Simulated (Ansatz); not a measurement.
Cd12H32Se12⁻. Total charge -1; doublet. Geometry PBE-D4/def2-SVP, that of the neutral singlet.

Cartesian coordinates in Å:
```
Cd 2.9848 0.2827 3.0493
Cd 3.5419 4.6876 0.3832
Cd 2.2987 2.5081 -4.2288
Cd 1.3755 -3.9906 3.6807
Cd 1.6215 -4.2243 -2.5198
Cd 2.7174 0.0498 -1.7864
Cd -0.1296 0.2619 1.0673
Cd -0.8533 2.4582 -2.4767
Cd -2.0197 -1.7013 -1.9045
Cd -2.5912 -1.7658 2.9076
Cd -3.1921 0.4712 -4.3774
Cd -5.7470 1.2737 0.1663
Se 3.1768 1.4657 0.5404
Se 2.8641 -2.3249 2.1672
Se -0.0664 -0.0662 3.5708
Se 3.5649 -2.4363 -1.7493
Se 1.2802 3.9083 -1.9723
Se -0.3362 1.2297 -4.8665
Se 2.0237 -5.5135 0.2869
Se -0.7706 -3.6594 2.0789
Se -1.0485 -4.1417 -1.8626
Se 0.0054 0.0727 -1.3853
Se -3.4377 2.1634 -2.1015
Se -3.3910 -0.9484 0.3721
H 3.6295 0.9216 4.4844
H 1.4624 3.2923 4.0435
H 2.4273 5.0233 1.6170
H 4.7714 4.5281 -0.7695
H 2.8584 3.3464 -5.6006
H 3.0140 1.0515 -3.2683
H 1.6899 -4.9385 5.0457
H 2.0434 -5.2868 -3.7998
H 0.3902 2.9650 1.6009
H -2.2756 1.9929 1.5286
H -3.5652 -1.7167 4.2976
H -3.4019 1.5042 3.9247
H -4.0999 0.7727 -5.7854
H -2.8255 -1.1056 -3.4155
H -6.5488 0.3729 -1.0218
H -5.1507 2.2345 1.4308
H 4.6326 1.1726 0.5850
H 1.6991 3.7301 3.4546
H 4.1506 -2.6545 2.8327
H -0.5761 1.3061 3.8420
H 3.3109 -2.5068 -0.2741
H 0.8638 5.1199 -2.7246
H 0.3420 3.0737 0.8383
H -0.7330 2.3644 -5.7389
H 3.3713 -6.0717 -0.0072
H 1.3835 -6.8093 -0.0668
H -1.5652 -4.7542 2.6925
H -0.8746 -4.0527 -0.3769
H -2.2668 2.1133 0.7662
H -3.8700 3.3672 -2.8576
H -3.8410 1.6934 3.3198
H -4.3176 -2.1099 0.3631
```

In the def2 sets Cd takes a core potential; there is no spin–orbit coupling. Single mean-field runs in def2-SVP are fitted with def2-universal-jkfit. In the doublet geometry the species has come apart into loosely held pieces.

(1) Estimate the α-spin orbital energies around the gap (eV) in Ansatz with PBE-D4/def2-SVP, B97M-V/def2-SVP, PBE0-D4/def2-SVP.

Results:

(1) 
```json
{"orbital": "HOMO−5", "PBE-D4/def2-SVP": "-3.84", "B97M-V/def2-SVP": "-4.21", "PBE0-D4/def2-SVP": "-4.89"}
{"orbital": "HOMO−4", "PBE-D4/def2-SVP": "-3.74", "B97M-V/def2-SVP": "-4.12", "PBE0-D4/def2-SVP": "-4.77"}
{"orbital": "HOMO−3", "PBE-D4/def2-SVP": "-3.68", "B97M-V/def2-SVP": "-4.10", "PBE0-D4/def2-SVP": "-4.77"}
{"orbital": "HOMO−2", "PBE-D4/def2-SVP": "-3.64", "B97M-V/def2-SVP": "-4.05", "PBE0-D4/def2-SVP": "-4.69"}
{"orbital": "HOMO−1", "PBE-D4/def2-SVP": "-3.63", "B97M-V/def2-SVP": "-4.04", "PBE0-D4/def2-SVP": "-4.66"}
{"orbital": "HOMO", "PBE-D4/def2-SVP": "-0.46", "B97M-V/def2-SVP": "-0.39", "PBE0-D4/def2-SVP": "-0.72"}
{"orbital": "LUMO", "PBE-D4/def2-SVP": "-0.34", "B97M-V/def2-SVP": "-0.22", "PBE0-D4/def2-SVP": "0.35"}
{"orbital": "LUMO+1", "PBE-D4/def2-SVP": "-0.15", "B97M-V/def2-SVP": "-0.13", "PBE0-D4/def2-SVP": "0.55"}
{"orbital": "LUMO+2", "PBE-D4/def2-SVP": "-0.02", "B97M-V/def2-SVP": "0.11", "PBE0-D4/def2-SVP": "0.73"}
{"orbital": "LUMO+3", "PBE-D4/def2-SVP": "0.10", "B97M-V/def2-SVP": "0.18", "PBE0-D4/def2-SVP": "0.90"}
{"orbital": "LUMO+4", "PBE-D4/def2-SVP": "0.22", "B97M-V/def2-SVP": "0.34", "PBE0-D4/def2-SVP": "0.99"}
{"orbital": "LUMO+5", "PBE-D4/def2-SVP": "0.27", "B97M-V/def2-SVP": "0.38", "PBE0-D4/def2-SVP": "1.06"}
{"orbital": "β HOMO", "PBE-D4/def2-SVP": "-3.62", "B97M-V/def2-SVP": "-4.01", "PBE0-D4/def2-SVP": "-4.62"}
{"orbital": "β LUMO", "PBE-D4/def2-SVP": "-0.36", "B97M-V/def2-SVP": "-0.21", "PBE0-D4/def2-SVP": "0.35"}
```
